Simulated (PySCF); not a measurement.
Radiative rates from a computed spectrum

Compound: C₅H₁₅NOSi.
Atom-mapped SMILES: `[CH3:1][CH2:2][NH:3][SiH2:4][O:5][CH:6]([CH3:7])[CH3:8]` (hydrogens: H9, H10, H11 on C1; H12, H13 on C2; H14 on N3; H15, H16 on Si4; H17 on C6; H18, H19, H20 on C7; H21, H22, H23 on C8)

Method used: TDDFT B3LYP/def2-SVPD, vertical, gas phase, core orbitals frozen in the response (PySCF 2.14.0, density-fitted response routines). The structure is a single PBE0-D3(BJ)/def2-SVP conformer in the gas phase; no vibrational or solvent corrections. Torsions of this conformer, `[CH3:1][CH2:2][NH:3][SiH2:4][O:5][CH:6]([CH3:7])[CH3:8]`: C1–C2–N3–Si4 -137°, C2–N3–Si4–O5 -85°, N3–Si4–O5–C6 -154°, Si4–O5–C6–C7 152°.

A / s⁻¹ = 0.6670 f (ν̃ / cm⁻¹)² and τ = 1/A in vacuum; |μ| follows from f = (2/3) ΔE |μ|² (atomic units, 1 au = 2.5417 D); ∫σ dE = 109.76 f Mb·eV.

The rates are for emission to S0 at the absorption energy, with no other channel.

Energies and rates of the computed singlets with f of 0.002 or more:

```csv
state,ν̃ (cm⁻¹),A (s⁻¹)
S1,48810,4.36×10⁷
S2,53510,6.65×10⁷
S4,56280,9.41×10⁷
S6,57390,1.93×10⁷
S7,58750,6.56×10⁶
S8,59870,3.83×10⁷
S9,60210,1.09×10⁸
S10,61860,4.96×10⁷
```

Go back from the rates to the oscillator strengths and transition dipoles.

f = A / (0.6670 ν̃²), and |μ| follows from f:

| state | f | \|μ\| (D) | τ | main configurations (H = HOMO, L = LUMO) |
| --- | --- | --- | --- | --- |
| S1 | 0.027 | 1.09 | 23 ns | H→L (93%) |
| S2 | 0.035 | 1.18 | 15 ns | H→L+1 (92%) |
| S4 | 0.045 | 1.30 | 11 ns | H→L+3 (92%) |
| S6 | 0.0088 | 0.57 | 52 ns | H-1→L (76%) |
| S7 | 0.0029 | 0.32 | 150 ns | H-1→L+1 (91%) |
| S8 | 0.016 | 0.75 | 26 ns | H→L+4 (32%), H→L+5 (31%), H→L+7 (17%) |
| S9 | 0.045 | 1.26 | 9.2 ns | H→L+5 (41%), H→L+7 (37%), H→L+6 (15%) |
| S10 | 0.019 | 0.82 | 20 ns | H-1→L+2 (71%), H-1→L+3 (11%) |

Suppose S1 emitted 0.3 eV lower with the same transition dipole. How would A change?

At fixed |μ|, A goes as the cube of the energy: (5.75/6.05)³ = 0.86, which makes τ about 27 ns.

By what factor does the largest A in the list exceed the smallest?

S9 has 17 times the rate of S7.

What is the integrated cross-section of all computed states together?

Σf = 0.201 over S1 to S10, so 109.76 × Σf ≈ 22.1 Mb·eV.

All these states lie below the vertical ionisation energy of 8.80 eV (ΔSCF).

On one thread, Arm Neoverse V2 (aarch64), on a shared host, this took 4.2 min of wall time and 1.2 GiB of memory at its peak.
